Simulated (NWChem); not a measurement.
Species: HTeSeF; SMILES [SeH][Te]F

```xyz
4

Te    -0.3197     0.8339    -0.0071
F      1.5192     1.5694    -0.0110
Se     0.0815    -1.6365    -0.0289
H      0.1798    -1.8470     1.4483
```
Atoms are numbered in this order, from 1.

Results from NWChem. Structure relaxed at the PBE-D3(BJ)/def2-SVP level. def2 effective core potentials on Te; no spin-orbit coupling. Level SCAN/def2-SVP: energy and gradient on several grids; changes count from the extra-fine grid, which is no exact limit either.

| grid | size of the energy change (μHa) | largest change of a gradient component (μHa/bohr) |
|---|---|---|
| xcoarse | 8000 | 9000 |
| coarse | 10000 | 2000 |
| medium | 3000 | 200 |
| fine | 1000 | 50 |
| xfine | < 10 | < 30 |
